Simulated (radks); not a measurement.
Problem. Rh2+, 43 electrons, occupied as [Kr] 4d7 (the NIST ground configuration). Calculated with a radial shooting solver on a logarithmic mesh with Libxc functionals: scalar-relativistic Kohn-Sham, LDA (Slater exchange, VWN5 correlation), spin-unpolarised, spherical densities, finite nucleus; Fermi nuclear charge, rms radius 4.4945 fm; hard spherical wall at 20 bohr. Some entries of the table are withheld. Estimate them.

orbital  occ.  eigenvalue (eV)  r(max) (bohr)
1s          2        -23029.33        0.02120
2s          2        -3357.738         0.1199
2p          6        -3013.595        0.09578
3s          2        -616.9199         0.3519
3p          6        -503.7674         0.3449
3d         10        -322.2175         0.2909
4s          2        -103.5438         0.8793
4p          6         -71.3920            (1)
4d          7         -25.9943            (2)
5s          0         -19.9991          2.334
5p          0              (3)          2.775
4f          0          -3.9392          5.868

Solution. 
(1) 4p r(max) (bohr): 0.9412
(2) 4d r(max) (bohr): 1.130
(3) 5p eigenvalue (eV): -13.9226
